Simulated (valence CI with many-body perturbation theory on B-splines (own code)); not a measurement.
## Lu64+: key properties

Method: valence CI with perturbative core correlation (CI+MBPT): five valence electrons over a frozen Dirac-Fock core [He], a basis of 9 s, 9 p, 8 d, 6 f, 3 g, 1 h functions for each j, with the one-electron correlation potential Σ1, the two-electron term Σ2, the three-electron term Σ3, Breit, model QED; selected CI, second order for the rest (own B-spline code, finite nucleus).

The last digits are not significant, and no measured levels were compared; by estimate large intervals hold to a few tenths of a per cent, small ones and those within an open d or f shell to about a per cent. Among the levels kept, up to 1200 cm⁻¹ of a level comes from second order outside the variational space, and about a tenth of that is noise between levels of different J, which matters for small intervals.

Levels are named by their leading jj configuration (3d3/2^4 stands for four electrons in 3d with j = 3/2), which in mixed levels can hold well under half, so a name can repeat and another be missing.

Rates and lifetimes use the calculated energies. Strong lines usually hold to 10 to 20 %, long lifetimes can be off by a factor of two.

Problem. What is the ground level?

Solution. (2s^2 2p1/2^2 2p3/2) J=3/2, composition 49 % 2s2.2p3 2P° + 27 % 2s2.2p3 2D° + 24 % 2s2.2p3 4S°, g = 1.317.

Problem. Where does the other parity begin?

Solution. At (2s 2p1/2^2 2p3/2^2) J=5/2, 1469 eV.

Problem. What are the static dipole polarisabilities of the lowest levels?

Solution. (2s^2 2p1/2^2 2p3/2) J=3/2 8.56e-05 (tensor 1.7e-05) bohr³, of which the core gives 2.66e-07.

Problem. Name the longest-lived excited levels whose lifetime is computed, and their main decay.

Solution. (2s^2 2p1/2 2p3/2^2) J=5/2 at 1167 eV lives 414 ps, mostly by M1 to (2s^2 2p1/2^2 2p3/2) J=3/2; (2s^2 2p1/2 2p3/2^2) J=1/2 at 1216 eV lives 125 ps, mostly by M1 to (2s^2 2p1/2^2 2p3/2) J=3/2; (2s^2 2p1/2 2p3/2^2) J=3/2 at 1144 eV lives 70.9 ps, mostly by M1 to (2s^2 2p1/2^2 2p3/2) J=3/2.

Problem. Among levels below 10195 eV, which E1 lines absorb most strongly from the ground level?

Solution. to (2s^2 2p1/2^2 3d5/2) J=5/2 at 0.1419 nm, f = 0.548; to (2s^2 2p1/2 2p3/2 3d3/2) J=5/2 at 0.1261 nm, f = 0.508; to (2s^2 2p1/2 2p3/2 3d3/2) J=3/2 at 0.1261 nm, f = 0.297.

Problem. How well does LS coupling describe the low levels?

Solution. Among the lowest 20 levels the leading LS term, summed over configurations, holds 63 % on average. For single configurations the figures are 63 % in LS and 100 % in jj coupling. Terms mix most in the J = 3/2 level at 8550 eV, where the leading one holds 35 %.

Problem. What is the ionisation energy?

Solution. 15212 eV; NIST lists 15211 ± 24 eV (theoretical).
